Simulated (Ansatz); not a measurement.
```xyz
7

N     1.281   -0.813   -0.349
Al   -0.311   -0.121   -0.097
F    -1.622   -0.921   -0.696
Te   -0.659    2.042    1.147
H     1.451   -1.677   -0.836
H     2.147   -0.407   -0.034
H    -2.286    1.898    0.866
```

The species carries charge 0 and has multiplicity 1. Te takes the def2 core potential.

Problem. List the PBE/def2-TZVPP orbital energies in eV (Ansatz). (Best estimate.)

Solution. The calculation gave: Occupied: -1507.10, -658.97, -380.07, -164.34, -114.72, -114.61, -114.47, -107.35, -69.41, -69.29, -69.23, -40.81, -40.76, -40.63, -40.54, -40.53, -28.29, -20.79, -15.87, -12.07, -11.24, -10.07, -9.45, -9.33, -8.97, -7.29, -6.52, -5.72. Lowest empty: -1.55, -1.28, -0.73, 0.32, 0.66, 1.73, 2.06, 2.58.
